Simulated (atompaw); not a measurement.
# u(r) = r·R(r): atom against pseudo-atom (Se)

Columns: radius, all-electron u(r) and pseudo u(r) of the 4s shell (level -37.64 eV) of selenium in the configuration [Ar] 3d10 4s2 4p2; PBE, scalar-relativistic, PAW (atompaw) scheme, atompaw 4.2.0.5.

```tsv
r (bohr)	all-electron	pseudo
0.056	-0.0034	0.0260
0.112	0.2490	0.0525
0.167	0.2214	0.0795
0.223	0.0339	0.1082
0.279	-0.1753	0.1386
0.335	-0.3329	0.1710
0.390	-0.4149	0.2049
0.446	-0.4276	0.2417
0.502	-0.3832	0.2807
0.558	-0.2984	0.3218
0.613	-0.1905	0.3640
0.669	-0.0676	0.4087
0.725	0.0592	0.4544
0.781	0.1835	0.5008
0.837	0.3008	0.5473
0.892	0.4064	0.5923
0.948	0.5027	0.6369
1.004	0.5869	0.6796
1.060	0.6589	0.7195
1.115	0.7180	0.7554
1.171	0.7670	0.7880
1.227	0.8057	0.8160
1.283	0.8346	0.8388
1.338	0.8547	0.8559
1.394	0.8673	0.8674
1.450	0.8730	0.8730
```

**Question.** How many radial nodes do the two functions have?

**Answer.** The all-electron 4s function has n − l − 1 = 3; the pseudo-wave has 0, since the states of the same l below it are removed with the core.

**Question.** Is the pseudo-wave norm-conserving?

**Answer.** No, it belongs to a PAW set: the norm inside the radius is not constrained, and the difference is carried by the augmentation charge.
